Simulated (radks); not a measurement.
Q: Species: Gd+. Configuration: [Xe] 4f7 6p2 (not the ground configuration). Method: Dirac Kohn-Sham, BLYP, spin-unpolarised, spherical densities, finite nucleus; open shells fill j = l - 1/2 first; Fermi nuclear charge, rms radius 5.1569 fm; computed with a radial shooting solver on a logarithmic mesh with Libxc functionals.

Spin-orbit splittings of the eigenvalues, e(l+1/2) - e(l-1/2), with zeta = 2 splitting/(2l+1) and mean radii in bohr:

| shell | occ. | splitting (eV) | zeta (eV) | <r> j=l-1/2 | <r> j=l+1/2 |
|---|---|---|---|---|---|
| 2p | 6 | 696.1 | 464.1 | 0.07745 | 0.08429 |
| 3p | 6 | 142.8 | 95.18 | 0.2336 | 0.2467 |
| 3d | 10 | 31.11 | 12.44 | 0.2187 | 0.2228 |
| 4p | 6 | 31.79 | 21.20 | 0.5648 | 0.5944 |
| 4d | 10 | 5.745 | 2.298 | 0.6304 | 0.6408 |
| 4f | 7 | 0.7564 | 0.2161 | 0.8538 | 0.8656 |
| 5p | 6 | ? | ? | 1.482 | 1.572 |
| 6p | 2 | 0.5032 | 0.3354 | 4.180 | 4.393 |

Estimate the 5p splitting.

A: 4.458 eV (zeta = 2.972 eV).
